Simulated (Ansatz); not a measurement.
`C[SiH2]O[SiH2]O` and `O[SiH2]OCS` differ in one atom or group.

Ansatz, PBE0-D4/def2-TZVP geometries, multiplicity 1. Each molecule was computed in one conformer, which needn't be the lowest.

| property | `C[SiH2]O[SiH2]O` |
| --- | --- |
| HOMO energy (B3LYP/def2-TZVPP) / eV | -8.26 |
| HOMO energy (ωB97M-V/def2-TZVPP) / eV | -10.74 |
| HOMO–LUMO gap (B3LYP/def2-TZVPP) / eV | 8.40 |
| size of the dipole moment (PBE/def2-TZVPP) / D | 0.77 |
| HOMO–LUMO gap (PBE0/def2-TZVPP) / eV | 8.91 |
| LUMO energy (ωB97M-V/def2-TZVPP) / eV | 1.96 |

(1) What does the change do to each property? (Best estimate.)

## Answers

(1) Ansatz gave: 
```tsv
property	`O[SiH2]OCS`	shift
HOMO energy (B3LYP/def2-TZVPP) / eV	-7.35	0.91
HOMO energy (ωB97M-V/def2-TZVPP) / eV	-9.85	0.89
HOMO–LUMO gap (B3LYP/def2-TZVPP) / eV	7.13	-1.27
size of the dipole moment (PBE/def2-TZVPP) / D	1.56	0.79
HOMO–LUMO gap (PBE0/def2-TZVPP) / eV	7.65	-1.26
LUMO energy (ωB97M-V/def2-TZVPP) / eV	1.86	-0.10
```

With PBE0 the HOMO rises by 0.87 eV and the LUMO falls by 0.39 eV, so the gap narrows by about 1.26 eV. PBE moves the HOMO by 0.74 eV and ωB97M-V by 0.89 eV. Dipoles are sizes alone; their direction can turn.

Positive LUMOs are unbound, so they and the gaps depend on the basis.

B3LYP here is the variant with VWN-RPA as its local correlation; programs differ in this.
